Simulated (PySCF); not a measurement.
iodoethane (C2H5I), SMILES CCI.

Coordinates come from a PBE0-D3(BJ)/def2-SVP optimisation. The def2 effective core potentials stand for the cores of I; spin–orbit coupling is left out.

Two levels are set side by side: PBE/def2-TZVPD (PySCF) and B3LYP/def2-TZVPD (PySCF). Same geometry, gas phase. Differences are taken from unrounded values.

```json
[
 {"quantity": "orbital gap (eV)", "B3LYP": "5.83"},
 {"quantity": "highest occupied level (eV)", "B3LYP": "-6.98"},
 {"quantity": "lowest empty level (eV)", "B3LYP": "-1.15"},
 {"quantity": "dipole moment (D)", "B3LYP": "2.03"},
 {"quantity": "mean polarisability (bohr³)", "B3LYP": "64.3"}
]
```

Q: What does PBE give, and how far is it from B3LYP? (An estimate is asked for; the answer gives what the named calculation found.)

A: 
```csv
quantity,PBE,PBE minus B3LYP
orbital gap (eV),4.30,-1.53
highest occupied level (eV),-6.08,0.90
lowest empty level (eV),-1.78,-0.63
dipole moment (D),2.01,-0.03
mean polarisability (bohr³),65.8,1.4
```

Without exact exchange PBE keeps part of each electron's self-repulsion, which lifts occupied levels and narrows the gap. Differences between two approximate levels are no errors against the true value.

Rough cost on one machine, each run with all the roots and properties that it gave: B3LYP against PBE within a factor of 2.
